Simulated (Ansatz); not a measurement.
Geometry optimisation, RKS B3LYP-D4/def2-SVP (Ansatz 0.2.0).

input.yaml

```yaml
crystal:
  periodic: [false, false, false]
  atoms:
    - { symbol: B, position_ang: [0.3804, -1.2729, 0.3319] }
    - { symbol: O, position_ang: [1.771, -0.4777, 1.0264] }
    - { symbol: F, position_ang: [0.6415, -1.8221, -0.8271] }
    - { symbol: F, position_ang: [-0.2876, -1.9398, 1.247] }
    - { symbol: H, position_ang: [0.9677, 0.4487, 0.6716] }
    - { symbol: O, position_ang: [-0.2065, 0.3619, 0.1745] }
    - { symbol: Si, position_ang: [-1.0802, 1.1503, -0.9536] }
    - { symbol: H, position_ang: [1.7145, -0.5863, 1.9787] }
    - { symbol: H, position_ang: [-0.6046, 0.8396, -2.2987] }
    - { symbol: H, position_ang: [-2.4749, 0.7576, -0.7695] }
    - { symbol: H, position_ang: [-0.8213, 2.5408, -0.5813] }
basis:
  gaussian: { orbitals: def2-SVP }
hamiltonian:
  xc: b3lyp
  dispersion: d4
relax:
  f_tol: 0.15
  max_steps: 25
  restrain:
    - { distance: [0, 5], at: 1.5, k: 30.0 }
    - { distance: [4, 1], at: 0.97, k: 30.0 }
    - { distance: [0, 1], at: 2.8, k: 30.0 }
    - { distance: [4, 5], at: 2.27, k: 30.0 }
output:
  orbitals: {}
```

Run as:

```bash
$ ansatz run input.yaml --threads 2 --pin off --max-ram 3072MiB --backend cpu --events-out ev --progress --plain --runs-dir out
```

Question: Where does it end, and by what steps?

Answer: The forces met the threshold. The restraints hold the end off the free minimum. After 10 steps the energy has fallen by 1.140 eV (the restraints' own energy left out); H5 moved furthest, 0.68 Å. Parted: B1–O2. Joined: O2–H5.

| step | energy less start (eV) | largest force component (eV/Å) | accepted |
| --- | --- | --- | --- |
| 0 | 0.0000 | 3.065 | yes |
| 1 | 0.0330 | 4.251 | yes |
| 2 | -0.5423 | 4.907 | yes |
| 3 | -0.8984 | 2.547 | yes |
| 4 | -0.8959 | 2.623 | yes |
| 5 | -0.9600 | 2.544 | yes |
| 6 | -1.1017 | 2.762 | yes |
| 7 | -1.1288 | 2.368 | yes |
| 8 | -1.0800 | 2.293 | no |
| 9 | -1.1357 | 2.254 | yes |
| 10 | -1.1400 | 2.316 | yes |

```xyz
11
Properties=species:S:1:pos:R:3
B -0.114 -1.323 0.128
O 2.120 -0.008 1.169
F 0.257 -1.857 -1.020
F -0.081 -2.052 1.226
H 1.302 0.506 1.265
O -0.638 -0.003 0.199
Si -1.135 1.081 -0.992
H 2.139 -0.545 1.977
H -0.516 0.748 -2.304
H -2.619 1.019 -1.102
H -0.715 2.435 -0.546
```

Run time: 20 s on 2 threads of Intel(R) Xeon(R) 6975P-C (Granite Rapids), on a shared host, peak memory 0.27 GiB.
